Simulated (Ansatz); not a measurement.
Ansatz (a program for electronic structure) input (HF/3-21G): The .json file is the Basis Set Exchange's 3-21G.

Ansatz 0.2 input:
```yaml
crystal:
  periodic: [false, false, false]
  atoms:
    - {symbol: Ga, position_ang: [-0.00000000, -0.00000000, -0.75169122]}
    - {symbol: Cl, position_ang: [0.00000000, 0.00000000, 1.37073104]}
basis:
  gaussian:
    orbitals: 3-21G.json
hamiltonian:
  xc: {name: HF}
total_charge: 1
magnetization: {spin_polarized: true, initial_magnetization: 1}
relax: {f_tol: 0.003, max_steps: 120}
```

Q: What final total energy does it give?

A: -2370.90268 Eh.
